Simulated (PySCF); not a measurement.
**Working out the ionisation energy of Zn²⁺**

Zn²⁺ [Ar] 3d10 (1S) → Zn³⁺ [Ar] 3d9 (2D). Calculation: PySCF 2.14, in aug-cc-pVDZ-DK (7s6p4d2f, 59 functions); the spin-free X2C one-electron Hamiltonian (Gaussian nucleus). Frozen: [Ar]. Energies in hartree (1 hartree = 27.21139 eV):

```json
{"part": "UHF", "Zn²⁺ (lower)": "-1793.361042", "Zn³⁺ (upper)": "-1791.998382"}
{"part": "CCSD correlation", "Zn²⁺ (lower)": "-0.345008", "Zn³⁺ (upper)": "-0.263132"}
{"part": "(T)", "Zn²⁺ (lower)": "-0.005660", "Zn³⁺ (upper)": "-0.002397"}
```

Task: What does Hartree-Fock give?

Result: (-1791.998382) − (-1793.361042) = 1.362660 hartree = 37.080 eV.

Task: What do CCSD and CCSD(T) give?

Result: The CCSD correlation energies differ by 0.081876 hartree = 2.228 eV and the triples by 0.003263 hartree = 0.089 eV, so CCSD gives 39.308 eV and CCSD(T) 39.397 eV.

Reference: 39.723 eV (measured; NIST Atomic Spectra Database, ionization energies), between the lowest levels; spin-orbit coupling is absent from the calculation.

A double-zeta basis recovers only part of the correlation energy.

What remains against the reference includes basis incompleteness, the frozen core and higher excitations.
